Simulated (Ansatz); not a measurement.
Reaction (formal hydrolysis of the Si–Ge bond): `N[SiH](N)[GeH3]` + H₂O → `N[SiH](N)O` + GeH₄

Computed with Ansatz on PBE0-D4/def2-TZVP structures; ΔE is electronic, products minus reactants. CCSD(T)/CBS adds triple-zeta CCSD(T) − MP2 to the extrapolated MP2 energy (def2 sets, frozen cores). This one scheme is used for every species. For Ge outer-core shells are correlated without core-valence functions, which leaves a few kJ/mol of doubt a bond. Scalar relativity is left out up to krypton. Each species was taken in one conformer, which may not be the lowest.

```tsv
species	MP2/def2-QZVPP energy (Eh)
`N[SiH](N)[GeH3]`	-2479.16415
H₂O	-76.34932
`N[SiH](N)O`	-477.29116
GeH₄	-2078.26484
```

Q: Work out ΔE.

A: ΔE = (-477.29116) + (-2078.26484) − (-2479.16415) − (-76.34932) = -0.04253 Eh = -26.7 kcal/mol. CCSD(T)/CBS gives -25.5 kcal/mol.

Largest T1 diagnostic among the species: 0.012.

In def2-TZVPP, CCSD(T) changes the Hartree–Fock value by +5.7 kcal/mol (the triples alone add +0.7 kcal/mol) and MP2 by +5.2 kcal/mol. The D4 term adds +1.4 kcal/mol with B3LYP and +0.8 kcal/mol with PBE0; it sums over pairs of atoms, weighted by their polarisabilities, and B3LYP, whose exchange is more repulsive, gets the larger term. From PBE to PBE0 (25 % exact exchange), in def2-TZVPP and without D4, ΔE moves by −1.5 kcal/mol.

B3LYP here is the variant with VWN-RPA as its local correlation; programs differ in this.
